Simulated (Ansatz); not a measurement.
A trace of molecular dynamics of C2H3AlS2 (8 atoms, charge 0, multiplicity 1).

These are results of RKS B3LYP-D4/STO-3G in Ansatz 0.2.0, not measurements.

```yaml
ensemble: NVE (velocity Verlet)
starting_velocities_drawn_for: 1000 K
seed: 244793
```

```json
{"time (fs)": "0.0", "T (K)": "1000", "potential energy less start (eV)": "0.000", "conserved less start (meV/atom)": "0.00"}
{"time (fs)": "6.0", "T (K)": "568", "potential energy less start (eV)": "1.205", "conserved less start (meV/atom)": "108.76"}
{"time (fs)": "12.0", "T (K)": "9722", "potential energy less start (eV)": "4.441", "conserved less start (meV/atom)": "1400.69"}
{"time (fs)": "18.0", "T (K)": "47375", "potential energy less start (eV)": "10.230", "conserved less start (meV/atom)": "5774.62"}
{"time (fs)": "24.0", "T (K)": "46143", "potential energy less start (eV)": "11.738", "conserved less start (meV/atom)": "5843.70"}
{"time (fs)": "30.0", "T (K)": "48034", "potential energy less start (eV)": "11.898", "conserved less start (meV/atom)": "6046.96"}
{"time (fs)": "36.0", "T (K)": "51430", "potential energy less start (eV)": "15.436", "conserved less start (meV/atom)": "6818.49"}
{"time (fs)": "42.0", "T (K)": "50067", "potential energy less start (eV)": "16.650", "conserved less start (meV/atom)": "6838.03"}
{"time (fs)": "48.0", "T (K)": "50417", "potential energy less start (eV)": "16.364", "conserved less start (meV/atom)": "6836.23"}
{"time (fs)": "54.0", "T (K)": "50873", "potential energy less start (eV)": "15.867", "conserved less start (meV/atom)": "6818.31"}
{"time (fs)": "60.0", "T (K)": "51718", "potential energy less start (eV)": "15.296", "conserved less start (meV/atom)": "6828.78"}
{"time (fs)": "66.0", "T (K)": "51275", "potential energy less start (eV)": "15.826", "conserved less start (meV/atom)": "6852.23"}
{"time (fs)": "72.0", "T (K)": "52244", "potential energy less start (eV)": "15.612", "conserved less start (meV/atom)": "6919.42"}
{"time (fs)": "78.0", "T (K)": "51971", "potential energy less start (eV)": "15.394", "conserved less start (meV/atom)": "6865.69"}
{"time (fs)": "84.0", "T (K)": "51350", "potential energy less start (eV)": "15.827", "conserved less start (meV/atom)": "6859.61"}
{"time (fs)": "90.0", "T (K)": "50103", "potential energy less start (eV)": "16.901", "conserved less start (meV/atom)": "6872.91"}
{"time (fs)": "96.0", "T (K)": "50235", "potential energy less start (eV)": "16.594", "conserved less start (meV/atom)": "6847.39"}
{"time (fs)": "102.0", "T (K)": "50473", "potential energy less start (eV)": "16.476", "conserved less start (meV/atom)": "6855.64"}
{"time (fs)": "108.0", "T (K)": "52930", "potential energy less start (eV)": "14.309", "conserved less start (meV/atom)": "6823.05"}
{"time (fs)": "114.0", "T (K)": "53121", "potential energy less start (eV)": "14.248", "conserved less start (meV/atom)": "6833.79"}
{"time (fs)": "120.0", "T (K)": "51555", "potential energy less start (eV)": "15.731", "conserved less start (meV/atom)": "6867.48"}
```

Q: Is this trajectory sound?

A: The conserved energy changed by up to 6900 meV per atom, so the integration failed: the time step of 3 fs is too long for the fastest motions that this run met, and the later frames carry no physical meaning.

Time of the run: 86 s on 1 thread of Arm Neoverse V1, on a shared host, peak memory 0.1 GiB.
